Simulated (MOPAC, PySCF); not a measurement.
H₆Cl₂Si₃, SMILES `[SiH](Cl)(Cl)[SiH2][SiH3]` (Si–Si–Si–Cl torsion 55°), neutral singlet in the gas phase. 

Cartesian coordinates (Å):
SMILES: [SiH](Cl)([SiH2][SiH3])Cl
```xyz
11

Si     1.9182     0.2665     0.4844
Si     0.1481    -0.2509    -0.9670
Si    -1.8583    -0.2016     0.2389
Cl    -2.0167     1.6439     1.1660
Cl    -3.4800    -0.4775    -1.0156
H      1.7507     1.6588     1.0000
H      1.9085    -0.6881     1.6364
H      3.2301     0.1554    -0.2257
H      0.3111    -1.6209    -1.5514
H      0.0443     0.7483    -2.0766
H     -1.9560    -1.2339     1.3107
```
Charge 0, spin multiplicity 1.

All levels are single points at this geometry (PBE-D3(BJ)/def2-TZVP); Pople sets use spherical d functions. Orbital energies aren't observables, and empty levels follow the basis.

```
level                          HOMO (eV)  LUMO (eV)  gap (eV)  dipole (D)  vertical IE, Delta-SCF (eV)
-----------------------------  ---------  ---------  --------  ----------  ---------------------------
PBE-D3(BJ)/def2-TZVP in PySCF      -6.94      -1.72      5.22        1.61                         9.40
B3LYP/6-311+G** in PySCF           -8.01      -1.14      6.87        2.22                            –
B3LYP/6-31G* in PySCF              -7.89      -0.86      7.03        2.21                         9.80
B3LYP/LANL2DZ in PySCF             -8.20      -0.91      7.29        3.04                            –
BP86/6-31G* in PySCF               -7.06      -1.62      5.44        2.09                            –
M06-2X/6-31G* in PySCF             -9.16       0.00      9.16        2.42                            –
PBE/6-31G* in PySCF                -6.96      -1.54      5.41        2.08                         9.47
HF/3-21G in PySCF                 -11.01       2.20     13.21        3.68                            –
HF/6-31G* in PySCF                -10.81       2.50     13.30        2.56                         9.82
AM1 in MOPAC                      -10.56      -1.85      8.71        1.96                            –
PM3 in MOPAC                       -9.36      -2.17      7.19        2.74                            –
PM6 in MOPAC                       -8.77      -1.38      7.39        2.18                            –
PM7 in MOPAC                      -10.80      -1.18      9.62        3.04                            –
```
